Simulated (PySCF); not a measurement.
Al(Cl)(H)(OSiH3) (AlClH4OSi), SMILES [SiH3][O][AlH][Cl].

Geometry optimised at B3LYP-D3(BJ)/def2-SVP. Other conformers were not sampled.

Calculation: TDA-PBE0/def2-SVPD run with PySCF.

Vertical excitations. Gas-phase values at a fixed geometry. State labels are in the subgroup Cs.

Question: Estimate the UV-visible absorptions. (Estimate from the structure and the level; the computed values follow.)

Answer: 
```csv
state,symmetry,energy (eV),λ (nm),f,main pairs
S1,A",6.61,187,0.006,HOMO→LUMO 95 %
S2,A",6.83,181,0.011,HOMO−2→LUMO 98 %
S3,A',6.90,180,0.006,"HOMO→LUMO+1 78 %, HOMO−1→LUMO 16 %"
S4,A",7.04,176,0.000,HOMO−1→LUMO+1 94 %
S5,A',7.07,175,0.084,"HOMO−1→LUMO 78 %, HOMO→LUMO+1 16 %"
S6,A',7.46,166,0.103,HOMO−2→LUMO+1 86 %
S7,A',7.56,164,0.012,HOMO−3→LUMO 89 %
S8,A",7.61,163,0.000,"HOMO−4→LUMO 61 %, HOMO−3→LUMO+1 33 %"
S9,A",7.75,160,0.070,"HOMO−3→LUMO+1 58 %, HOMO−4→LUMO 34 %"
S10,A',8.11,153,0.044,"HOMO→LUMO+2 68 %, HOMO−4→LUMO+1 13 %"
T1,A",6.23,199,0,"HOMO−2→LUMO 44 %, HOMO→LUMO 34 %, HOMO−4→LUMO 19 %"
T2,A',6.55,189,0,"HOMO→LUMO+1 54 %, HOMO−1→LUMO 31 %"
T3,A",6.59,188,0,"HOMO→LUMO 54 %, HOMO−2→LUMO 43 %"
T4,A',6.60,188,0,"HOMO−1→LUMO 56 %, HOMO→LUMO+1 31 %"
```
Triplets are in the Tamm–Dancoff approximation.
